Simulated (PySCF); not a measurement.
# He⁺ (helium, charge +1): MN15 calculation

Configuration: 1s1, 2S determinant. All numbers are calculated (PySCF 2.14, no relativity, point nucleus, in def2-TZVP).

| Item | Value |
| --- | --- |
| Total energy | -2.0031 hartree |
| One-electron energy | -1.9971 hartree |
| Hartree (Coulomb) energy | 0.6178 hartree |
| Exchange-correlation energy | -0.6238 hartree |
| Kinetic energy | 1.99533 hartree |
| ⟨S²⟩ | 0.7500 |
| ⟨L²⟩ | 0.000 |
| Sum of ⟨r⟩ | 0.7633 bohr |
| Sum of ⟨r²⟩ | 0.7892 bohr² |
| Density at the nucleus (Gaussians lack the cusp) | 2.37 bohr⁻³ |
| Spin density at the nucleus | 2.37 bohr⁻³ |
| Langevin diamagnetic susceptibility | -0.625 ×10⁻⁶ cm³/mol |
| Time after the integrals | 0.05 s of wall time on 1 thread of Neoverse-N1 (shared host) |

| shell | electrons | mean orbital energy (eV) | rms radius, mean of both spins (bohr) |
| --- | --- | --- | --- |
| 1s α | 1 | -45.573 | 0.888 |

For one electron the Hartree and exchange-correlation energies should cancel; what remains is the self-interaction error.
